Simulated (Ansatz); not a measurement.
BI$_{3}$, charge -1, doublet, at a GFN2-xTB geometry (a state made from the parent by changing its charge; the spin is typed, not shown lowest) (core potentials on I) (a gas-phase anion, which may not be bound at this level); WB97X-V/def2-SVP (Ansatz, a first-principles code).

Input for Ansatz:
Ansatz 0.2 input:
```yaml
crystal:
  periodic: [false, false, false]
  atoms:
    - {symbol: B, position_ang: [0.00000000, 0.00000000, 0.00000000]}
    - {symbol: I, position_ang: [2.07997803, -0.36410154, -0.62335308]}
    - {symbol: I, position_ang: [-0.77243186, -0.91717242, 1.84650789]}
    - {symbol: I, position_ang: [-1.30754617, 1.28127396, -1.22315481]}
basis:
  gaussian:
    orbitals: def2-SVP
hamiltonian:
  xc: {name: wB97X-V}
total_charge: -1
magnetization: {spin_polarized: true, initial_magnetization: 1}
accuracy: high
```

What the program printed (banner, timings and long lists left out):

```
Functional definition: wB97X-V
2261 factors; integrals over basis functions are off by at most 9.3e-9 eV
413 factors; integrals over basis functions are off by at most 2.1e-9 eV
mean field evaluation 1: about -24976.9394 eV, gradient 1.4e1 eV
mean field evaluation 2: about -24976.8570 eV, gradient 1.6e1 eV
mean field evaluation 4: about -24978.4260 eV, gradient 3.8e-1 eV
mean field evaluation 8: about -24978.4871 eV, gradient 2.3e-2 eV
mean field evaluation 16: about -24978.4871 eV, gradient 6.5e-5 eV
mean field evaluation 32: about -24979.1755 eV, gradient 2.4e0 eV
mean field -24979.97977144 eV, -917.9973245620 hartree, gradient 3.4e-8 eV, S^2 0.757855; 1 other end points of the search recorded, 0 dependent functions left out
reference -24979.97977133 eV, -917.9973245579 hartree; 41, 40 occupied and 51, 52 virtual orbitals, 2261 factors
Total energy: -24979.97977133 eV, -917.9973245579 hartree
```
